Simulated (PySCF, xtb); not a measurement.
Ti(F)(SH)3 (FH3S3Ti), SMILES [F][Ti]([SH])([SH])[SH], multiplicity 1. One conformer was computed; it need not be the lowest.

Harmonic wavenumbers (cm⁻¹) from GFN2-xTB (xtb 6.7.1) at its own minimum, in rising order: 28, 61, 89, 101, 106, 107, 131, 140, 312, 382, 393, 448, 460, 471, 614, 2300, 2327, 2343.

Task: What does PBE0-D3(BJ)/def2-SVP (PySCF 2.14.0) give at its own minimum? (An estimate is asked for; the answer gives what the named calculation found.)

Result: 90, 104, 125, 150, 157, 199, 213, 286, 380, 407, 457, 508, 536, 550, 808, 2670, 2671, 2690. Paired by order, the mean absolute difference is 122 cm⁻¹ and the zero-point energies are 15.5 and 18.6 kcal/mol.
